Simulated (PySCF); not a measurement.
How methods differ on the ionisation energy of W⁵⁶⁺

W⁵⁶⁺ [Ar] (1S) → W⁵⁷⁺ [Ne] 3s2 3p5 (2P), as a difference of total energies. All numbers are calculated (PySCF 2.14, the non-relativistic Hamiltonian (point nucleus), in an uncontracted even-tempered set (16 s from 15 bohr⁻², ratio 2.5; 10 p from 19 bohr⁻², ratio 2.5; 4 d from 79 bohr⁻², ratio 2.7; 4 f from 120 bohr⁻², ratio 2.7)). Correlated levels: outer shells: 1s2 frozen; virtual orbitals above 40 to 60 times the deepest correlated orbital energy dropped. The calculations carry no spin-orbit coupling.

```csv
method,ionisation energy (eV)
UHF,5642.5
MP2 (outer shells),5643.4
SCS-MP2 (outer shells),5643.2
CCSD (outer shells),5643.3
CCSD(T) (outer shells),5643.3
```

A first-order spin-orbit estimate (lowest level to lowest level, LS coupling) adds -75.030 eV.

The gap to the reference is mostly relativistic.

For comparison: 5719 ± 5 eV (semi-empirical (NIST evaluation); NIST Atomic Spectra Database, ionization energies).
